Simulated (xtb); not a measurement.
Input for xtb: GFN2-xTB on CH4OSi (SMILES C[Si]O), a point of a torsion scan.

```
$ xtb mol.xyz --gfn 2 --opt vtight --chrg 0 --uhf 0 --input xcontrol
7

C      0.90411150    -0.07245576     0.02811101
Si    -0.51606085     1.09895449    -0.13114663
O     -1.78827789     0.73379740     0.91204133
H      0.65491918    -0.99160712    -0.54026321
H      1.82599537     0.32081332    -0.39666175
H      1.05805286    -0.27038708     1.11115907
H     -1.48932310     0.20838989     1.68295983
$constrain
  force constant=1.0
  dihedral: 4,1,2,3,80.0
$end
```

It printed:

```
[...]
           -------------------------------------------------
          |                Calculation Setup                |
           -------------------------------------------------



           -------------------------------------------------
          |                 G F N 2 - x T B                 |
           -------------------------------------------------

        Reference                      10.1021/acs.jctc.8b01176
      * Hamiltonian:
        H0-scaling (s, p, d)           1.850000    2.230000    2.230000
        zeta-weighting                 0.500000
      * Dispersion:
        s8                             2.700000
        a1                             0.520000
        a2                             5.000000
        s9                             5.000000
      * Repulsion:
        kExp                           1.500000    1.000000
        rExp                           1.000000
      * Coulomb:
        alpha                          2.000000
        third order                    shell-resolved
        anisotropic                    true
        a3                             3.000000
        a5                             4.000000
        cn-shift                       1.200000
        cn-exp                         4.000000
        max-rad                        5.000000


          ...................................................
          :                      SETUP                      :
          :.................................................:
          :  # basis functions                  22          :
          :  # atomic orbitals                  21          :
          :  # shells                           11          :
          :  # electrons                        18          :
          :  max. iterations                   250          :
          :  Hamiltonian                  GFN2-xTB          :
          :  restarted?                      false          :
          :  GBSA solvation                  false          :
          :  PC potential                    false          :
          :  electronic temp.          300.0000000     K    :
          :  accuracy                    1.0000000          :
          :  -> integral cutoff          0.2500000E+02      :
          :  -> integral neglect         0.1000000E-07      :
          :  -> SCF convergence          0.1000000E-05 Eh   :
          :  -> wf. convergence          0.1000000E-03 e    :
          :  Broyden damping             0.4000000          :
          :  net charge                          0          :
          :  unpaired electrons                  0          :
          ...................................................

 iter      E             dE          RMSdq      gap      omega  full diag
   1    -10.0293969 -0.100294E+02  0.693E+00    2.29       0.0  T
   2    -10.0332360 -0.383916E-02  0.464E+00    2.52       1.0  T
   3    -10.0321700  0.106610E-02  0.202E+00    2.43       1.0  T
   4    -10.0357757 -0.360575E-02  0.939E-01    2.56       1.0  T
   5    -10.0359092 -0.133516E-03  0.286E-01    2.67       1.0  T
   6    -10.0361338 -0.224612E-03  0.159E-01    2.64       1.0  T
   7    -10.0361568 -0.230021E-04  0.514E-02    2.65       1.0  T
   8    -10.0361599 -0.304023E-05  0.957E-03    2.65       3.9  T
   9    -10.0361599 -0.544641E-08  0.261E-03    2.65      14.5  T
  10    -10.0361599  0.188248E-08  0.188E-03    2.65      20.1  T
  11    -10.0361599 -0.742208E-08  0.639E-04    2.65      59.2  T
  12    -10.0361599 -0.693428E-09  0.305E-04    2.65     124.1  T

   *** convergence criteria satisfied after 12 iterations ***

         #    Occupation            Energy/Eh            Energy/eV
      -------------------------------------------------------------
         1        2.0000           -0.7116533             -19.3651
       ...           ...                  ...                  ...
         3        2.0000           -0.5592991             -15.2193
         4        2.0000           -0.5146860             -14.0053
         5        2.0000           -0.4701695             -12.7940
         6        2.0000           -0.4646585             -12.6440
         7        2.0000           -0.4529833             -12.3263
         8        2.0000           -0.4337481             -11.8029
         9        2.0000           -0.3179224              -8.6511 (HOMO)
        10                         -0.2205922              -6.0026 (LUMO)
        11                         -0.1283311              -3.4921
        12                         -0.0973156              -2.6481
        13                         -0.0207118              -0.5636
        14                          0.0219268               0.5967
       ...                                ...                  ...
        21                          0.6480284              17.6337
      -------------------------------------------------------------
                  HL-Gap            0.0973301 Eh            2.6485 eV
             Fermi-
[...]
 -0.0892484              -2.4286
        13                         -0.0131732              -0.3585
        14                          0.0489408               1.3317
       ...                                ...                  ...
        21                          0.7770761              21.1453
      -------------------------------------------------------------
                  HL-Gap            0.1072346 Eh            2.9180 eV
             Fermi-level           -0.2698208 Eh           -7.3422 eV

 SCC (total)                   0 d,  0 h,  0 min,  0.002 sec
 SCC setup                      ...        0 min,  0.000 sec (  2.094%)
 Dispersion                     ...        0 min,  0.000 sec (  0.626%)
 classical contributions        ...        0 min,  0.000 sec (  0.262%)
 integral evaluation            ...        0 min,  0.000 sec ( 20.485%)
 iterations                     ...        0 min,  0.001 sec ( 24.539%)
 molecular gradient             ...        0 min,  0.001 sec ( 47.791%)
 printout                       ...        0 min,  0.000 sec (  3.827%)

         :::::::::::::::::::::::::::::::::::::::::::::::::::::
         ::                     SUMMARY                     ::
         :::::::::::::::::::::::::::::::::::::::::::::::::::::
         :: total energy              -9.962395558642 Eh    ::
         :: gradient norm              0.000047865957 Eh/a0 ::
         :: HOMO-LUMO gap              2.918000935888 eV    ::
         ::.................................................::
         :: SCC energy               -10.052773215034 Eh    ::
         :: -> isotropic ES            0.029949992893 Eh    ::
         :: -> anisotropic ES         -0.001744497338 Eh    ::
         :: -> anisotropic XC         -0.002815925156 Eh    ::
         :: -> dispersion             -0.002873465368 Eh    ::
         :: repulsion energy           0.090377575100 Eh    ::
         :: add. restraining           0.000000081293 Eh    ::
         :: total charge              -0.000000000000 e     ::
         :::::::::::::::::::::::::::::::::::::::::::::::::::::

           -------------------------------------------------
          |                Property Printout                |
           -------------------------------------------------

    * Orbital Energies and Occupations

         #    Occupation            Energy/Eh            Energy/eV
      -------------------------------------------------------------
         1        2.0000           -0.7121698             -19.3791
         2        2.0000           -0.6152572             -16.7420
         3        2.0000           -0.5593838             -15.2216
         4        2.0000           -0.5041671             -13.7191
         5        2.0000           -0.4613334             -12.5535
         6        2.0000           -0.4558316             -12.4038
         7        2.0000           -0.4510288             -12.2731
         8        2.0000           -0.4233354             -11.5195
         9        2.0000           -0.3234381              -8.8012 (HOMO)
        10                         -0.2162035              -5.8832 (LUMO)
        11                         -0.1457825              -3.9669
        12                         -0.0892484              -2.4286
        13                         -0.0131732              -0.3585
        14                          0.0489408               1.3317
        15                          0.0612876               1.6677
        16                          0.1554151               4.2291
        17                          0.2190216               5.9599
        18                          0.2370953               6.4517
        19                          0.2432817               6.6200
        20                          0.3810931              10.3701
        21                          0.7770761              21.1453
      -------------------------------------------------------------
                  HL-Gap            0.1072346 Eh            2.9180 eV
             Fermi-level           -0.2698208 Eh           -7.3422 eV

     #   Z          covCN         q      C6AA      α(0)
     1   6 C        3.644    -0.199    24.833     7.163
     2  14 Si       1.641     0.395   185.706    28.983
     3   8 O        1.575    -0.490    22.734     6.434
     4   1 H        0.924     0.006     2.957     2.689
Note: The following floating-point exceptions are signalling: IEEE_UNDERFLOW_FLAG IEEE_DENORMAL
normal termination of xtb
     5   1 H        0.925    -0.003     3.108     2.757
     6   1 H        0.924     0.009     2.899     2.663
     7   1 H        0.806     0.282     0.777     1.385

 Mol. C6AA /au·bohr⁶  :        836.532021
 Mol. C8AA /au·bohr⁸  :      32922.652098
 Mol. α(0) /au        :         52.073669


Wiberg/Mayer (AO) data.
largest (>0.10) Wiberg bond orders for each atom

 ---------------------------------------------------------------------------
     #   Z sym  total        # sym  WBO       # sym  WBO       # sym  WBO
 ---------------------------------------------------------------------------
     1   6 C    3.956 --     5 H    0.999     4 H    0.985     6 H    0.981
                             2 Si   0.953
     2  14 Si   2.280 --     3 O    1.257     1 C    0.953
     3   8 O    2.172 --     2 Si   1.257     7 H    0.874
     4   1 H    1.000 --     1 C    0.985
     5   1 H    1.000 --     1 C    0.999
     6   1 H    1.000 --     1 C    0.981
     7   1 H    0.920 --     3 O    0.874
 ---------------------------------------------------------------------------

Topologies differ in total number of bonds
Writing topology from bond orders to xtbtopo.mol

molecular dipole:
                 x           y           z       tot (Debye)
 q only:       -0.042       0.216      -0.184
   full:        0.344      -0.626       0.370       2.044
molecular quadrupole (traceless):
                xx          xy          yy          xz          yz          zz
 q only:       -3.372       1.757       1.664       0.652      -2.296       1.708
  q+dip:       -2.349       3.678      -1.055      -0.267      -0.853       3.404
   full:       -1.984       4.381      -1.425      -0.109       0.650       3.409

           -------------------------------------------------
          |                Geometry Summary                 |
           -------------------------------------------------

      molecular mass/u    :       60.1274025
   center of mass at/Å    :       -0.4897453       0.7443266       0.2048990
  moments of inertia/u·Å² :        0.2313365E+02   0.6758518E+02   0.8760716E+02
rotational constants/cm⁻¹ :        0.7287062E+00   0.2494280E+00   0.1924230E+00

 * 5 selected distances

     #   Z          #   Z                                           value/Å
     2  14 Si       3   8 O                                       1.6272408 (max)
     1   6 C        4   1 H                                       1.0917105
     1   6 C        5   1 H                                       1.0881805
     1   6 C        6   1 H                                       1.0930957
     3   8 O        7   1 H                                       0.9602011 (min)

 * 3 distinct bonds (by element types)

   Z      Z             #   av. dist./Å        max./Å        min./Å
   1 H    6 C           3     1.0909956     1.0930957     1.0881805
   1 H    8 O           1     0.9602011     0.9602011     0.9602011
   8 O   14 Si          1     1.6272408     1.6272408     1.6272408


optimized geometry written to: xtbopt.xyz


           -------------------------------------------------
          | TOTAL ENERGY               -9.962395558642 Eh   |
          | GRADIENT NORM               0.000047865957 Eh/α |
          | HOMO-LUMO GAP               2.918000935888 eV   |
           -------------------------------------------------

------------------------------------------------------------------------
------------------------------------------------------------------------
 total:
 SCF:
 ANC optimizer:
```

The run finished.

Warnings raised: the energy holds the restraint's term.

Cost: very roughly 0.08 core-seconds.
